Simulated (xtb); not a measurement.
xtb input:

```bash
xtb mol.xyz --gfn 2 --sp --chrg 0 --uhf 0
```
mol.xyz:
```
11

C     -1.93431127     0.08716731     0.35535192
C     -0.75443489     0.35236595    -0.56730188
C      0.56497054    -0.08049930     0.01824541
O      0.73112130    -0.58792262     1.09619992
O      1.59147201     0.17115359    -0.83087295
H     -1.81802030     0.61626239     1.30089247
H     -2.02155811    -0.97488479     0.58326737
H     -2.86220530     0.41703101    -0.11285936
H     -0.86969000    -0.16159067    -1.52561461
H     -0.66814695     1.41396254    -0.81502257
H      2.40152788    -0.13083210    -0.39105182
```

### Question
Which total energy does the run end on?

### Answer
-17.62317 Eh (GFN2-xTB).
